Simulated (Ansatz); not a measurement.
Ansatz (a first-principles code) input (B3LYP-D3(BJ)/def2-TZVP):

Ansatz 0.2 input:
```yaml
crystal:
  periodic: [false, false, false]
  atoms:
    - {symbol: Cd, position_ang: [-0.25348114, -0.15121435, -0.20638745]}
    - {symbol: C, position_ang: [1.29567546, 0.77293611, 1.05495482]}
    - {symbol: H, position_ang: [1.75467220, -0.08341125, 1.53686241]}
    - {symbol: H, position_ang: [0.71897939, 1.41798297, 1.70885077]}
    - {symbol: H, position_ang: [1.91939039, 1.28610057, 0.33115536]}
basis:
  gaussian:
    orbitals: def2-TZVP
hamiltonian:
  xc: b3lyp
  dispersion: d3bj
total_charge: 1
phonons: {temperatures: {t_min: 298.15, t_max: 298.15, t_step: 100}}
```

Output:

```
Functional definition: B3LYP
integrals: 0.02 GiB planned
710 factors; their error is unknown
mean field: 0.22 GiB planned
mean field evaluation 1: about -5620.5420 eV, gradient 9.9e1 eV
mean field evaluation 2: about -5479.1702 eV, gradient 1.8e2 eV
mean field evaluation 4: about -5644.8805 eV, gradient 1.2e1 eV
mean field evaluation 8: about -5645.0626 eV, gradient 6.6e-2 eV
mean field evaluation 16: about -5645.1138 eV, gradient 3.7e-5 eV
mean field -5645.11378850 eV, -207.4541053318 hartree, gradient 3.7e-5 eV, S^2 0.000000; 0 other end points of the search recorded, 0 dependent functions left out
the calculation of the forces begins
reference -5645.11399924 eV, -207.4541130765 hartree; 14, 14 occupied and 75, 75 virtual orbitals, 710 factors
these checks for a lower state are left out or cut short: stability, starts, cluster_reference, orbital_swaps, neighbouring_geometries, increment
integrals: 0.02 GiB planned
710 factors; their error is unknown
mean field: 0.22 GiB planned
mean field -5645.11384379 eV, -207.4541073639 hartree, gradient 1.5e-6 eV, S^2 0.000000; 0 other end points of the search recorded, 0 dependent functions left out
the calculation of the forces begins
reference -5645.11405451 eV, -207.4541151076 hartree; 14, 14 occupied and 75, 75 virtual orbitals, 710 factors
these checks for a lower state are left out or cut short: stability, starts, cluster_reference, orbital_swaps, neighbouring_geometries, increment
integrals: 0.02 GiB planned
710 factors; their error is unknown
mean field: 0.22 GiB planned
mean field evaluation 32: about -5645.1137 eV, gradient 1.5e-6 eV
mean field -5645.11369189 eV, -207.4541017816 hartree, gradient 1.5e-6 eV, S^2 0.000000; 0 other end points of the search recorded, 0 dependent functions left out
the calculation of the forces begins
reference -5645.11390266 eV, -207.4541095273 hartree; 14, 14 occupied and 75, 75 virtual orbitals, 710 factors
these checks for a lower state are left out or cut short: stability, starts, cluster_reference, orbital_swaps, neighbouring_geometries, increment
integrals: 0.02 GiB planned
710 factors; their error is unknown
mean field: 0.22 GiB planned
mean field -5645.11380905 eV, -207.4541060871 hartree, gradient 1.5e-6 eV, S^2 0.000000; 0 other end points of the search recorded, 0 dependent functions left out
the calculation of the forces begins
reference -5645.11401979 eV, -207.4541138314 hartree; 14, 14 occupied and 75, 75 virtual orbitals, 710 factors
these checks for a lower state are left out or cut short: stability, starts, cluster_reference, orbital_swaps, neighbouring_geometries, increment
integrals: 0.02 GiB planned
710 factors; their error is unknown
mean field: 0.22 GiB planned
mean field -5645.11375912 eV, -207.4541042522 hartree, gradient 1.5e-6 eV, S^2 0.000000; 0 other end points of the search recorded, 0 dependent functions left out
the calculation of the forces begins
reference -5645.11396988 eV, -207.4541119973 hartree; 14, 14 occupied and 75, 75 virtual orbitals, 710 factors
these checks for a lower state are left out or cut short: stability, starts, cluster_reference, orbital_swaps, neighbouring_geometries, increment
integrals: 0.02 GiB planned
710 factors; their error is unknown
mean field: 0.22 GiB planned
mean field -5645.11366212 eV, -207.4541006874 hartree, gradient 1.5e-6 eV, S^2 0.000000; 0 other end points of the search recorded, 0 dependent functions left out
the calculation of the forces begins
reference -5645.11387285 eV, -207.4541084317 hartree; 14, 14 occupied and 75, 75 virtual orbitals, 710 factors
these checks for a lower state are left out or cut short: stability, starts, cluster_reference, orbital_swaps, neighbouring_geometries, increment
integrals: 0.02 GiB planned
710 factors; their error is unknown
mean field: 0.22 GiB planned
mean field -5645.11376465 eV, -207.4541044552 hartree, gradient 1.5e-6 eV, S^2 0.000000; 0 other end points of the search recorded, 0 dependent functions left out
the calculation of the forces begins
reference -5645.11397540 eV, -207.4541122002 hartree; 14, 14 occupied and 75, 75 virtual orbitals, 710 factors
these checks for a lower state are left out or cut short: stability, starts, cluster_reference, orbital_swaps, neighbouring_geometries, increment
integrals: 0.02 GiB planned
710 factors; their error is unknown
mean field: 0.22 GiB planned
mean field evaluation 64: about -5645.0622 eV, gradient 3.8e-1 eV
mean field -5645.11360678 eV, -207.4540986538 hartree, gradient 1.5e-6 eV, S^2 0.000000; 0 other end points of the search recorded, 0 dependent functions left out
the calculation of the forces begins
reference -5645.11381753 eV, -207.4541063986 hartree; 14, 14 occupied and 75, 75 virtual orbitals, 710 factors
these checks for a lower state are left out or cut short: stability, starts, cluster_reference, orbital_swaps, neighbouring_geometries, increment
integrals: 0.02 GiB planned
710 factors; their error is unknown
mean field: 0.22 GiB planned
mean field -5645.11364151 eV, -207.4540999301 hartree, gradient 1.5e-6 eV, S^2 0.000000; 0 other end points of the search recorded, 0 dependent functions left out
the calculation of the forces begins
reference -5645.11385225 eV, -207.4541076746 hartree; 14, 14 occupied and 75, 75 virtual orbitals, 710 factors
these checks for a lower state are left out or cut short: stability, starts, cluster_reference, orbital_swaps, neighbouring_geometries, increment
integrals: 0.02 GiB planned
710 factors; their error is unknown
mean field: 0.22 GiB planned
mean field -5645.11373426 eV, -207.4541033386 hartree, gradient 1.5e-6 eV, S^2 0.000000; 0 other end points of the search recorded, 0 dependent functions left out
the calculation of the forces begins
reference -5645.11394502 eV, -207.4541110837 hartree; 14, 14 occupied and 75, 75 virtual orbitals, 710 factors
these checks for a lower state are left out or cut short: stability, starts, cluster_reference, orbital_swaps, neighbouring_geometries, increment
integrals: 0.02 GiB planned
710 factors; their error is unknown
mean field: 0.22 GiB planned
mean field -5645.11375160 eV, -207.4541039756 hartree, gradient 1.5e-6 eV, S^2 0.000000; 0 other end points of the search recorded, 0 dependent functions left out
the calculation of the forces begins
reference -5645.11396233 eV, -207.4541117199 hartree; 14, 14 occupied and 75, 75 virtual orbitals, 710 factors
these checks for a lower state are left out or cut short: stability, starts, cluster_reference, orbital_swaps, neighbouring_geometries, increment
integrals: 0.02 GiB planned
710 factors; their error is unknown
mean field: 0.22 GiB planned
mean field evaluation 96: about -5645.1136 eV, gradient 3.5e-1 eV
mean field -5645.11374360 eV, -207.4541036819 hartree, gradient 1.5e-6 eV, S^2 0.000000; 0 other end points of the search recorded, 0 dependent functions left out
the calculation of the forces begins
reference -5645.11395434 eV, -207.4541114265 hartree; 14, 14 occupied and 75, 75 virtual orbitals, 710 factors
these checks for a lower state are left out or cut short: stability, starts, cluster_reference, orbital_swaps, neighbouring_geometries, increment
integrals: 0.02 GiB planned
710 factors; their error is unknown
mean field: 0.22 GiB planned
mean field -5645.11374755 eV, -207.4541038268 hartree, gradient 1.5e-6 eV, S^2 0.000000; 0 other end points of the search recorded, 0 dependent functions left out
the calculation of the forces begins
reference -5645.11395829 eV, -207.4541115716 hartree; 14, 14 occupied and 75, 75 virtual orbitals, 710 factors
these checks for a lower state are left out or cut short: stability, starts, cluster_reference, orbital_swaps, neighbouring_geometries, increment
integrals: 0.02 GiB planned
710 factors; their error is unknown
mean field: 0.22 GiB planned
mean field -5645.11374455 eV, -207.4541037169 hartree, gradient 1.5e-6 eV, S^2 0.000000; 0 other end points of the search recorded, 0 dependent functions left out
the calculation of the forces begins
reference -5645.11395530 eV, -207.4541114615 hartree; 14, 14 occupied and 75, 75 virtual orbitals, 710 factors
these checks for a lower state are left out or cut short: stability, starts, cluster_reference, orbital_swaps, neighbouring_geometries, increment
integrals: 0.02 GiB planned
710 factors; their error is unknown
mean field: 0.22 GiB planned
mean field -5645.11375570 eV, -207.4541041266 hartree, gradient 1.5e-6 eV, S^2 0.000000; 0 other end points of the search recorded, 0 dependent functions left out
the calculation of the forces begins
reference -5645.11396645 eV, -207.4541118713 hartree; 14, 14 occupied and 75, 75 virtual orbitals, 710 factors
these checks for a lower state are left out or cut short: stability, starts, cluster_reference, orbital_swaps, neighbouring_geometries, increment
integrals: 0.02 GiB planned
710 factors; their error is unknown
mean field: 0.22 GiB planned
mean field evaluation 128: about -5645.1137 eV, gradient 1.5e-6 eV
mean field -5645.11373772 eV, -207.4541034659 hartree, gradient 1.5e-6 eV, S^2 0.000000; 0 other end points of the search recorded, 0 dependent functions left out
the calculation of the forces begins
reference -5645.11394848 eV, -207.4541112109 hartree; 14, 14 occupied and 75, 75 virtual orbitals, 710 factors
these checks for a lower state are left out or cut short: stability, starts, cluster_reference, orbital_swaps, neighbouring_geometries, increment
integrals: 0.02 GiB planned
710 factors; their error is unknown
mean field: 0.22 GiB planned
mean field -5645.11374653 eV, -207.4541037893 hartree, gradient 1.5e-6 eV, S^2 0.000000; 0 other end points of the search recorded, 0 dependent functions left out
the calculation of the forces begins
reference -5645.11395726 eV, -207.4541115337 hartree; 14, 14 occupied and 75, 75 virtual orbitals, 710 factors
these checks for a lower state are left out or cut short: stability, starts, cluster_reference, orbital_swaps, neighbouring_geometries, increment
integrals: 0.02 GiB planned
710 factors; their error is unknown
mean field: 0.22 GiB planned
mean field -5645.11373606 eV, -207.4541034045 hartree, gradient 1.5e-6 eV, S^2 0.000000; 0 other end points of the search recorded, 0 dependent functions left out
the calculation of the forces begins
reference -5645.11394682 eV, -207.4541111499 hartree; 14, 14 occupied and 75, 75 virtual orbitals, 710 factors
these checks for a lower state are left out or cut short: stability, starts, cluster_reference, orbital_swaps, neighbouring_geometries, increment
integrals: 0.02 GiB planned
710 factors; their error is unknown
mean field: 0.22 GiB planned
mean field -5645.11374759 eV, -207.4541038285 hartree, gradient 1.5e-6 eV, S^2 0.000000; 0 other end points of the search recorded, 0 dependent functions left out
the calculation of the forces begins
reference -5645.11395832 eV, -207.4541115725 hartree; 14, 14 occupied and 75, 75 virtual orbitals, 710 factors
Total energy: -5645.24378689 eV, -207.4588826844 hartree
Atom 0 at    -0.253481    -0.151214    -0.206387 Å, force    -0.000033    -0.000009    -0.000028 eV/Å
Atom 1 at     1.295675     0.772936     1.054955 Å, force     0.000127     0.000075     0.000103 eV/Å
Atom 2 at     1.754672    -0.083411     1.536862 Å, force     0.000230    -0.000841     0.000281 eV/Å
Atom 3 at     0.718979     1.417983     1.708851 Å, force    -0.000674     0.000443     0.000410 eV/Å
Atom 4 at     1.919390     1.286101     0.331155 Å, force     0.000350     0.000331    -0.000766 eV/Å
Dipole moment:     0.004975     0.002968     0.004051 e Å
Vibrations: 392.98 767.36 767.37 1140.28 1422.67 1422.69 3079.34 3227.47 3227.47 cm⁻¹, zero-point energy 0.957631 eV
```
